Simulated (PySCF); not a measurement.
# Electron correlation in Se (selenium, neutral)

[Ar] 3d10 4s2 4p4, high-spin 3P determinant. Computed with PySCF 2.14 in cc-pVDZ-PP with ECP10MDF (4s3p2d, 23 functions), with scalar relativity through the core potential. Frozen: 3s2 3p6 3d10; 6 electrons correlated.

MP2 pair energies summed by pair of shells (mhartree):

```json
{"pair": "4p-4p", "energy": "-33.39", "share (%)": "46.6"}
{"pair": "4s-4p", "energy": "-31.83", "share (%)": "44.4"}
{"pair": "4s-4s", "energy": "-6.39", "share (%)": "8.9"}
```

Total MP2 correlation energy: -71.61 mhartree.

Same-spin part -17.89 and opposite-spin part -53.72 mhartree; SCS-MP2 scales them by 1/3 and 6/5 to -70.43 mhartree.

| level | correlation energy (mhartree) |
| --- | --- |
| CCSD | -87.12 |
| (T) | -0.86 |
| CCSD(T) | -87.98 |

Diagnostics: T1 = 0.0063, D1 = 0.0202, largest double amplitude 0.052.

Cost of the coupled-cluster step: 0.11 s of wall time on 1 thread of Neoverse-V1 (shared host), for 6 correlated electrons.
